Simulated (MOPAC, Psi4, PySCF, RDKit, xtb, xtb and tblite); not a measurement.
Two geometries of C8H8O, SMILES C=C/C=C\c1ccco1, singlet, relaxed at GFN2-xTB with one dihedral held; other torsions can differ between them too.

Structure A

```
17

C     -3.1770     0.5671    -0.4293
C     -1.8903     0.2503    -0.3296
C     -1.4106    -1.1124    -0.2780
C     -0.1258    -1.4535    -0.1593
C      0.9717    -0.4828    -0.0604
C      1.7412     0.0997    -1.0258
C      2.6526     0.9480    -0.3492
C      2.3705     0.8178     0.9733
O      1.3563    -0.0446     1.1599
H     -3.9422    -0.1907    -0.4781
H     -3.5125     1.5892    -0.4640
H     -1.1372     1.0254    -0.2805
H     -2.1635    -1.8867    -0.3447
H      0.1611    -2.4971    -0.1200
H      1.6641    -0.0558    -2.0825
H      3.4078     1.5644    -0.7922
H      2.7990     1.2648     1.8483
```

Structure B

```
17

C     -3.3509     0.4506    -0.5170
C     -2.0409     0.2767    -0.3476
C     -1.4336    -1.0247    -0.2620
C     -0.1255    -1.2973    -0.0957
C      0.9751    -0.3871     0.0362
C      2.3087    -0.6938     0.2052
C      2.9977     0.5331     0.2828
C      2.0475     1.5013     0.1572
O      0.8299     0.9595     0.0086
H     -4.0262    -0.3860    -0.5990
H     -3.7925     1.4301    -0.5797
H     -1.3876     1.1322    -0.2688
H     -2.1154    -1.8623    -0.3422
H      0.1850    -2.3329    -0.0495
H      2.7318    -1.6758     0.2650
H      4.0506     0.6779     0.4134
H      2.1103     2.5717     0.1577
```

**Question.** Which is lower in energy at the level PBE0-D3(BJ)/def2-SVP // GFN2-xTB (Psi4 1.11), and by how much?

**Answer.** B is lower, by 7.25 kcal/mol (dihedral C3–C4–C5–O9: 90° in A, 0° in B).

E(B) − E(A) in kcal/mol at the other levels, on the same two geometries: GFN2-xTB (xtb and tblite) -5.92; MMFF94 // GFN2-xTB (RDKit) -4.10; PBE0/def2-SVP // GFN2-xTB (Psi4) -7.37; PBE/def2-SVP // GFN2-xTB (Psi4) -8.51; PBE-D3(BJ)/def2-SVP // GFN2-xTB (Psi4) -8.41; UFF // GFN2-xTB (RDKit) -5.18; PM3, restricted, heats of formation // GFN2-xTB (MOPAC) -0.20; AM1, restricted, heats of formation // GFN2-xTB (MOPAC) -2.66; GFN1-xTB // GFN2-xTB (xtb) -6.62; restricted B3LYP/6-31G*, spherical d, density fitting // GFN2-xTB (PySCF) -7.08; restricted Hartree-Fock/3-21G, density fitting // GFN2-xTB (PySCF) -6.38; restricted B3LYP/6-311+G**, spherical d, density fitting // GFN2-xTB (PySCF) -6.36; restricted M06-2X/6-31G*, spherical d, density fitting // GFN2-xTB (PySCF) -5.49.
